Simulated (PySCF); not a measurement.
Working out the ionisation energy of Ag

Ag [Kr] 4d10 5s1 (2S) → Ag⁺ [Kr] 4d10 (1S). Calculation: PySCF 2.14, in def2-TZVPPD with the def2 core potential (28 electrons); a scalar-relativistic core potential. Frozen: nothing. Energies in hartree (1 hartree = 27.21139 eV):

```tsv
part	Ag (lower)	Ag⁺ (upper)
UHF	-146.116958	-145.883287
MP2 opposite-spin	-0.434995	-0.412271
MP2 same-spin	-0.218872	-0.201931
```

Task: What does Hartree-Fock give?

Result: (-145.883287) − (-146.116958) = 0.233671 hartree = 6.359 eV.

Task: What do MP2 and SCS-MP2 (6/5 opposite-spin, 1/3 same-spin) give?

Result: The opposite-spin parts differ by 0.618 eV and the same-spin parts by 0.461 eV. MP2: 6.359 + (0.618) + (0.461) = 7.438 eV. SCS-MP2: 6.359 + 1.2 × (0.618) + (0.461)/3 = 7.254 eV.

Measured between the centres of the two terms (NIST): 7.576 eV, so MP2 (valence and next inner shell) is off by -0.138 eV.

What remains against the reference includes basis incompleteness and correlation beyond second order.
